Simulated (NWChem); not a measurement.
Species: BNH₄O; SMILES OBN

```xyz
7

B     -0.4917    -0.0570     0.0000
H     -1.7017    -0.0700     0.0000
O      0.1346    -1.2702     0.0000
H      1.0950    -1.2137     0.0000
N      0.1805     1.1786     0.0000
H     -0.3244     2.0532     0.0000
H      1.1858     1.2936     0.0000
```
Atoms are numbered in this order, from 1.

Results from NWChem. Geometry optimised at PBE0/def2-SVP; all other runs use it. Pople sets run with spherical d functions. Vzz has the sign of the potential's second derivative.

```csv
quantity,level,value
"vertical ionisation energy, ΔSCF (eV)",PBE0/6-31G*,10.21
"charge (e), ESP O3",B3LYP/def2-SVP,-0.64
"vertical, lowest excitation, singlet (eV)","B3LYP/aug-cc-pVDZ, TDA",6.12
Vzz N5 (a.u.),CAM-B3LYP/def2-TZVP,-0.728
dipole (D),PBE0/def2-SVP,3.07
highest harmonic frequency (cm⁻¹),PBE0/def2-SVP,3906
```
